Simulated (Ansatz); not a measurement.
Swapping H for I on C: the atomisation energy

On one C centre, n of the H ligands are replaced by I. The atomisation energy (no zero-point term) y in kJ/mol at CCSD(T)/def2-TZVPP. Shapes, held fixed at every level: PBE0-D4/def2-TZVP. Programs: Ansatz 0.2.0.

| molecule | n | y (kJ/mol) |
| --- | --- | --- |
| CH4 | 0 | 1728 |
| CH3I | 1 | 1531 |
| CH2I2 | 2 | ? |
| CHI3 | 3 | 1110 |
| CI4 | 4 | 881 |

Problem. Fit y = c + s·n to the known rows and predict CH2I2.

Solution. 
1. Means of the 4 rows: n = 2.00000, y = 1312.5.
2. Σ(Δn)² = 10, Σ(Δn·Δy) = -2115, so the slope is -2115/10 = -211.5.
3. Intercept: 1312.5 − (-211.5) × 2.00000 = 1735.5. The largest residual of the fit is 9.0.
4. CH2I2: 1735.5 + (-211.5) × 2 = 1312 kJ/mol.

The run gave 1326 kJ/mol, so the prediction is off by -14 kJ/mol, more than the scatter of the fit. The steps per swap are -197, -205, -216, -229 kJ/mol. The slope is only an average step. Other levels give for CH2I2: wB97M-V/def2-TZVPP 1342; wB97X-V/def2-TZVPP 1350; CCSD/def2-TZVPP 1291 kJ/mol. Spin-orbit coupling of the free atoms (H 0, I 30 kJ/mol each; the atoms kept shift only the intercept) is left out. For atoms past krypton def2 sets carry core potentials with scalar relativity. Correlated rows may include outer-core shells of I, which these sets cover unevenly.
